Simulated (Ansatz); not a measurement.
Ansatz (a quantum-chemistry and plane-wave program) input (MP2/6-31G* with LANL2DZ past Ar): The .json file joins the Basis Set Exchange's 6-31G* for atoms up to Ar and LANL2DZ past it.

Ansatz 0.2 input:
```yaml
crystal:
  periodic: [false, false, false]
  atoms:
    - {symbol: Cl, position_ang: [-1.82412500, -1.36291100, -0.24486100]}
    - {symbol: Ge, position_ang: [-0.40852900, 0.10005700, 0.52503600]}
    - {symbol: Cl, position_ang: [-0.98648300, 2.05237800, -0.24395000]}
    - {symbol: Br, position_ang: [1.73866500, -0.42636400, -0.24261000]}
basis:
  gaussian:
    orbitals: 6-31Gs+LANL2DZ.json
magnetization: {spin_polarized: true, initial_magnetization: 1}
correlation: {method: mp2, electrons: outside_noble_gas}
```

Output:

```
Functional definition: HF
integrals: 0.02 GiB planned
580 factors; integrals over basis functions are off by at most 1.9e-4 eV
mean field: 0.19 GiB planned
mean field evaluation 1: about -25457.1035 eV, gradient 1.4e1 eV
mean field evaluation 2: about -25457.1991 eV, gradient 1.4e1 eV
mean field evaluation 4: about -25458.9135 eV, gradient 1.4e0 eV
mean field evaluation 8: about -25458.9824 eV, gradient 2.2e-1 eV
mean field -25458.98459458 eV, -935.6004271314 hartree, gradient 5.2e-6 eV, S^2 0.760588; 0 other end points of the search recorded, 0 dependent functions left out
10 core orbitals not correlated
reference -25458.98459458 eV, -935.6004271314 hartree; 13, 12 occupied and 31, 32 virtual orbitals, 580 factors
second order -8.65402817 eV of doubles, -0.00000000 eV of singles
Total energy: -25467.63862275 eV, -935.9184568005 hartree
```

The geometry given is a B3LYP-D3(BJ)/def2-TZVP minimum.
